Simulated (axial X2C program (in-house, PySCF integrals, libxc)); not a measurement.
Outer orbitals of NaZn⁺ at 3.014 Å, HF

All values were computed with an in-house all-electron X2C program for linear molecules (integrals from PySCF). Spin-free means the one-electron spin-free X2C Hamiltonian; two-component (2c) means X2C with spin–orbit coupling and atomic mean-field two-electron Coulomb and Gaunt terms, so the difference of the two also holds small scalar two-electron terms. Basis: Zn dyall-cv3z [9s10p6d3f2g], Na dyall-cv3z [9s8p5d2f] (cores contracted in-house); Gaussian nuclei, density fitting, unrestricted open shells. Masses: Zn 63.929 u, Na 22.990 u.

The distance is close to the 2c PBE0 minimum; the highest filled and lowest empty levels are listed.

Spin-free orbitals, state M_S = 0, Λ = 0 (closed shell) (Löwdin shares):

```
symmetry  occupied  ε (eV)              atomic character
      σα       yes  -25.62                     100% Zn d
     π-α       yes  -25.62                     100% Zn d
     π+α       yes  -25.62                     100% Zn d
     δ+α       yes  -25.62                     100% Zn d
     δ-α       yes  -25.62                     100% Zn d
      σα       yes  -13.02  71% Zn s, 13% Na p, 11% Na s
      σα        no   -4.22  59% Na s, 26% Zn p, 10% Na p
     π+α        no   -3.06            54% Na p, 44% Zn p
     π-α        no   -3.06            54% Na p, 44% Zn p
      σα        no   -2.60  45% Zn p, 29% Na p, 21% Na s
```

One partner of each degenerate Kramers or spin pair is listed.

Spinors with spin–orbit coupling (state Ω = 0):

| ω | occupied | ε (eV) | atomic character | λ mixture |
| --- | --- | --- | --- | --- |
| 1/2 | yes | -25.88 | 100% Zn d | 60% π, 40% σ |
| 3/2 | yes | -25.88 | 100% Zn d | 80% δ, 20% π |
| 1/2 | yes | -25.47 | 100% Zn d | 60% σ, 40% π |
| 3/2 | yes | -25.47 | 100% Zn d | 80% π, 20% δ |
| 5/2 | yes | -25.47 | 100% Zn d | 100% δ |
| 1/2 | yes | -13.02 | 71% Zn s, 13% Na p, 11% Na s | 100% σ |
| 1/2 | no | -4.22 | 59% Na s, 26% Zn p, 10% Na p | 100% σ |
| 1/2 | no | -3.07 | 54% Na p, 44% Zn p | 100% π |
| 3/2 | no | -3.06 | 55% Na p, 44% Zn p | 100% π |
| 1/2 | no | -2.60 | 45% Zn p, 29% Na p, 21% Na s | 100% σ |

One partner of each degenerate Kramers or spin pair is listed.

Mulliken charges and populations of the two-component result (they depend on the basis, above all on diffuse functions):

Zn 0.23 e (s 7.74 p 12.03 d 10.00), Na 0.77 e (s 4.13 p 6.09 d 0.02).

The state is one determinant whose occupation by symmetry is held fixed; it was picked as the lowest of a PBE0 search that is not exhaustive.
